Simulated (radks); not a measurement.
Q: Excited configurations of Tm I: one electron is placed in a higher orbital outside [Xe] 4f13 6s1. The ground configuration is [Xe] 4f13 6s2. All-electron calculation, Dirac Kohn-Sham, PBE, spin-unpolarised, spherical densities, point nucleus; open shells fill j = l - 1/2 first. Program: a radial shooting solver on a logarithmic mesh with Libxc functionals. Excitation = E - E(ground); binding = E(ion) - E, where the ion is the core of charge +1; n* = 1/sqrt(2 binding) in atomic units, and the quantum defect is n - n*.

outer orbital  excitation (eV)  binding (eV)     n*  quantum defect  eigenvalue (eV)  <r> (bohr)
5d3/2                    3.005         3.456  1.984           3.016           -0.782       4.046
5f5/2                    5.537         0.924  3.837           1.163           -0.430       16.95
6p1/2                    2.661         3.800  1.892           4.108           -1.890       5.285
6d3/2                    4.994         1.467  3.046           2.954           -0.716       11.70
6f5/2                    5.815         0.646  4.591           1.409           -0.367       28.62
7s1/2                    4.233         2.228  2.471           4.529           -1.319       9.731
7p1/2                    4.809         1.651  2.870           4.130           -0.952       12.36

Estimate the row for 7f5/2.

A: excitation (eV) 5.990; binding (eV) 0.471; n* 5.377; quantum defect 1.623; eigenvalue (eV) -0.289; <r> (bohr) 42.74. The Delta-SCF ionisation energy is 6.461 eV (NIST Atomic Spectra Database: 6.184 eV, measured). Self-interaction in the functional shifts the binding energies and quantum defects, so they are the method's values and not measured ones. Spin polarisation and multiplet splitting are left out, so open shells lie too high by an amount that depends on their filling.

Beside tabulated values, note that spin-unpolarised runs miss the spin-polarisation part of the exchange energy of open shells.
